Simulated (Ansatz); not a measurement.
`C[O][In]([F])[Cl]` + CH₄ → `C[O][In]([CH3])[Cl]` + H–F  (formal exchange of groups at the In–F bond)

Program: Ansatz. Geometries: PBE0-D4/def2-TZVP. ΔE: electronic, gas phase. CCSD(T)/CBS adds triple-zeta CCSD(T) − MP2 to the extrapolated MP2 energy (def2 sets, frozen cores). This one scheme is used for every species. DFT in def2-TZVPP. def2 core potentials past Kr. For In outer-core shells are correlated without core-valence functions, which leaves a few kJ/mol of doubt a bond. Each species was taken in one conformer, which may not be the lowest.

| level | ΔE (eV) |
| --- | --- |
| ωB97M-V | 0.54 |
| MP2/CBS(def2) | 0.41 |

Question: What does CCSD(T)/CBS give? (Best estimate.)

Answer: Computed: +0.47 eV. The listed levels differ from it by 0.07, -0.06 eV.

Largest T1 diagnostic among the species: 0.016.

From PBE to PBE0 (25 % exact exchange), in def2-TZVPP and without D4, ΔE moves by −0.05 eV. The D4 term adds −0.06 eV with B3LYP and −0.04 eV with PBE0; it sums over pairs of atoms, weighted by their polarisabilities, and B3LYP, whose exchange is more repulsive, gets the larger term. In def2-TZVPP, CCSD(T) changes the Hartree–Fock value by −0.28 eV (the triples alone add −0.01 eV) and MP2 by −0.34 eV.

B3LYP here is the variant with VWN-RPA as its local correlation; programs differ in this.
